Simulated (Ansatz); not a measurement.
Isolated molecules relaxed with PBE0-D4/def2-TZVP in Ansatz; ΔE leaves out vibrations. CBS: MP2 limit from def2 TZ/QZ plus the TZ coupled-cluster correction, frozen cores. This one scheme is used for every species. DFT in def2-TZVPP. One conformer a species, not always the lowest.

Consider the cleavage of the B–Si bond: `CB(C)[SiH2]N` + CH₃NH₂ → `CNB(C)C` + `N[SiH3]`.

CCSD(T)/CBS gives -1.74 eV.

(1) Another level gave -1.82 eV. Which?
A. SCS-MP2/def2-TZVPP
B. revPBE/def2-TZVPP
C. RPA@PBE/def2-TZVPP
D. LC-ωPBE/def2-TZVPP

Largest T1 diagnostic among the species: 0.011.

## Answers

(1) A. SCS-MP2/def2-TZVPP -1.82, RPA@PBE/def2-TZVPP -1.75, LC-ωPBE -1.71, revPBE -1.58 eV.

From BLYP to BHLYP (50 % exact exchange), in def2-TZVPP and without D4, ΔE moves by −0.08 eV. At CCSD(T), def2-SVP lies −0.21 eV from the extrapolated value and def2-TZVPP −0.03 eV. Leaving LDA and LC-ωPBE aside and taking each functional with its dispersion term where it has one, the values, not all of them listed here, spread over 0.17 eV, from CAM-B3LYP-D4 to revPBE-D4. LDA lies −0.16 eV from PBE without D4.
